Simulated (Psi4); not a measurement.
CHCl (SMILES [CH]Cl), singlet, at a GFN2-xTB geometry; OMP2/def2-SVP (Psi4).

Here is a job for Psi4.
```
memory 2 GB

molecule {
0 1
C    -1.02555045    0.51141695    0.04925011
Cl    0.46670147   -0.16319083   -0.01323040
H    -1.78062225   -0.29425759   -0.07058381
}

set {
  basis def2-svp
}

energy('omp2')
print_variables()
```

Task: What does Psi4 print? Leave out banner, timings and long lists.

Result: 
```
    For method 'OMP2', SCF Algorithm Type (re)set to DISK_DF.

   => Loading Basis Set <=

    Name: DEF2-SVP
    Role: ORBITAL
    Keyword: BASIS

         ---------------------------------------------------------
                                   SCF
               by Justin Turney, Rob Parrish, Andy Simmonett
                          and Daniel G. A. Smith
                              RHF Reference
         ---------------------------------------------------------

  ==> Geometry <==

    Molecular point group: cs
    Full point group: Cs

    Geometry (in Angstrom), charge = 0, multiplicity = 1:

       Center              X                  Y                   Z               Mass
    ------------   -----------------  -----------------  -----------------  -----------------
         C            0.510541401973     1.071966295202     0.000000000000    12.000000000000
         CL          -0.166440458117    -0.420518486905     0.000000000000    34.968852682000
         H           -0.303887037591     1.827155922230     0.000000000000     1.007825032230

  Running in cs symmetry.

  Rotational constants: A =     17.01997  B =      0.63525  C =      0.61240 [cm^-1]
  Rotational constants: A = 510245.77425  B =  19044.40996  C =  18359.17234 [MHz]
  Nuclear repulsion =   39.788996508906152

  Charge       = 0
  Multiplicity = 1
  Electrons    = 24
  Nalpha       = 12
  Nbeta        = 12

  ==> Algorithm <==

  SCF Algorithm Type is DISK_DF.
  DIIS enabled.
  MOM disabled.
  Fractional occupation disabled.
  Guess Type is SAD.
  Energy threshold   = 1.00e-08
  Density threshold  = 1.00e-08
  Integral threshold = 1.00e-12

  ==> Primary Basis <==

  Basis Set: DEF2-SVP
    Blend: DEF2-SVP
    Number of shells: 17
    Number of basis functions: 37
    Number of Cartesian functions: 39
    Spherical Harmonics?: true
    Max angular momentum: 2

   => Loading Basis Set <=

    Name: (DEF2-SVP AUX)
    Role: JKFIT
    Keyword: DF_BASIS_SCF

  ==> Integral Setup <==

  ==> DiskDFJK: Density-Fitted J/K Matrices <==

    J tasked:                  Yes
    K tasked:                  Yes
    wK tasked:                  No
    Integrals threads:           1
    Algorithm:                Core
    Integral Cache:           SAVE
    Schwarz Cutoff:          1E-12
    Fitting Condition:       1E-10

   => Auxiliary Basis Set <=

  Basis Set: (DEF2-SVP AUX)
    Blend: DEF2-UNIVERSAL-JKFIT
    Number of shells: 69
    Number of basis functions: 221
[...]
  @DF-RHF Final Energy:  -497.63655240790990
    Total Energy =                       -497.6365524079099032
  DIE_IF_NOT_CONVERGED          => (empty)
[...]

 ==============================================================================
 ================ Performing DF-OMP2 iterations... ============================
 ==============================================================================
	            Minimizing DF-MP2-L Functional
	            ------------------------------
 Iter       E_total           DE           RMS MO Grad      MAX MO Grad      RMS T2
 ----    ---------------    ----------     -----------      -----------     ----------
	successfully fired up coupled DIIS...
   1     -497.8979697463     -5.18e-03       8.36e-04         7.46e-03        7.29e-05
   2     -497.8981335197     -1.64e-04       1.59e-04         1.49e-03        1.32e-05
   3     -497.8981396507     -6.13e-06       4.06e-06         2.27e-05        2.73e-07
   4     -497.8981396536     -2.89e-09       2.99e-07         1.85e-06        2.61e-08

 ==============================================================================
 ======================== DF-OMP2 ITERATIONS ARE CONVERGED ====================
 ==============================================================================

	Computing MP2 energy using optimized MOs...
	=======================================================================
	Nuclear Repulsion Energy (a.u.)    :    39.78899650890615
	DF-HF Energy (a.u.)                :  -497.63655240790990
	REF Energy (a.u.)                  :  -497.63034129445589
	DF-MP2 Correlation Energy (a.u.)   :    -0.26158724480104
	DF-MP2 Total Energy (a.u.)         :  -497.89813965271094
	=======================================================================

	=======================================================================
	================ DF-OMP2 FINAL RESULTS ================================
	=======================================================================
	Nuclear Repulsion Energy (a.u.)    :    39.78899650890615
	DF-HF Energy (a.u.)                :  -497.63655240790990
	REF Energy (a.u.)                  :  -497.63034129445589
	DF-OMP2 Correlation Energy (a.u.)  :    -0.26158724567142
	Edfomp2 - Eref (a.u.)              :    -0.26779835912544
	DF-OMP2 Total Energy (a.u.)        :  -497.89813965358132
	=======================================================================

  Variable Map:
  ----------------------------------------------------------------------------
[...]
  Array Variable Map:
  ----------------------------------------------------------------------------
[...]
[...]
```
